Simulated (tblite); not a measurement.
Compound: C5H13NOSi.
SMILES with atom numbers: `[CH3:1][CH2:2][C@@H:3]1[CH2:4][CH2:5][Si@@H:6]([OH:7])[NH:8]1` (hydrogens: H9, H10, H11 on C1; H12, H13 on C2; H14 on C3; H15, H16 on C4; H17, H18 on C5; H19 on Si6; H20 on O7; H21 on N8)

Structure optimised with GFN2-xTB, isolated species.

**Question.** Give the optimised bond lengths and angles.

**Answer.** 
```tsv
bond	length (Å)
C1–C2	1.525
C2–C3	1.532
C3–C4	1.537
C4–C5	1.526
C5–Si6	1.897
Si6–O7	1.627
Si6–N8	1.713
C3–N8	1.451
C1–H9, C1–H10, C1–H11	1.088
C2–H12	1.093
C2–H13	1.092
C3–H14	1.102
C4–H15	1.092
C4–H16	1.092
C5–H17	1.087
C5–H18	1.091
Si6–H19	1.460
O7–H20	0.954
N8–H21	1.006
```

Bonds in one row agree within 0.01 Å and their mean is given. A selection of angles:
```tsv
angle	degrees
C2–C1–H9	110.4
C2–C1–H10	111.2
H9–C1–H10	108.3
C1–C2–C3	113.1
C1–C2–H12	109.8
C1–C2–H13	109.1
C3–C2–H12	108.4
C3–C2–H13	108.4
H12–C2–H13	108.0
C2–C3–C4	110.9
C2–C3–N8	112.5
C2–C3–H14	108.3
C4–C3–N8	107.3
C4–C3–H14	109.4
N8–C3–H14	108.3
C3–C4–C5	109.1
C3–C4–H15	108.2
C3–C4–H16	110.5
C5–C4–H15	108.4
C5–C4–H16	112.6
H15–C4–H16	108.0
C4–C5–Si6	101.8
C4–C5–H17	110.5
C4–C5–H18	110.0
Si6–C5–H17	115.5
Si6–C5–H18	111.7
H17–C5–H18	107.3
C5–Si6–O7	120.6
C5–Si6–N8	90.2
C5–Si6–H19	114.9
O7–Si6–N8	113.1
O7–Si6–H19	99.8
N8–Si6–H19	119.7
Si6–O7–H20	120.7
Si6–N8–H21	126.0
C3–N8–Si6	116.3
C3–N8–H21	114.3
```

Dihedral angles: C1–C2–C3–C4 -168° (antiperiplanar); C2–C3–C4–C5 -151° (antiperiplanar); C3–C4–C5–Si6 40° (synclinal); C4–C5–Si6–O7 -151° (antiperiplanar); C5–Si6–N8–C3 20° (synperiplanar); C2–C3–N8–Si6 123° (anticlinal); H20–O7–Si6–C5 54° (synclinal).

Of the pairs four or more bonds apart, H10···H21 is among the closest relative to their van der Waals radii: 2.21 Å, 92 % of the sum of Bondi's values. N8 (silicon-bound nitrogen) is almost planar (angles 126.0°, 116.3° and 114.3°, sum 356.5°, 0.14 Å off the plane of its three neighbours). The 5-membered ring C3–C4–C5–Si6–N8 has internal angles of 90.2° to 116.3°; it is puckered, 0.19 Å rms from its mean plane, widest ring torsion 40°. O7 (silanol oxygen) is bent (angle 120.7°). Si6 (oxygen-bound silicon) has angles from 90.2° to 120.6°.

Point group: C1 (no symmetry element, even within 0.4 Å). Its GFN2-xTB frequencies are all real (lowest 62 cm⁻¹). One conformer, not necessarily the lowest (C1–C2–C3–C4 -168°, C5–Si6–O7–H 54°, C2–C3–C4–C5 -151°, C3–C4–C5–Si6 40°, C4–C5–Si6–O7 -151°, C5–Si6–N8–C3 20°). 2 starts were optimised and ended at 0.00 and 1.85 kcal/mol (GFN2-xTB); the lowest of these is shown.

All values are computed, not measured.
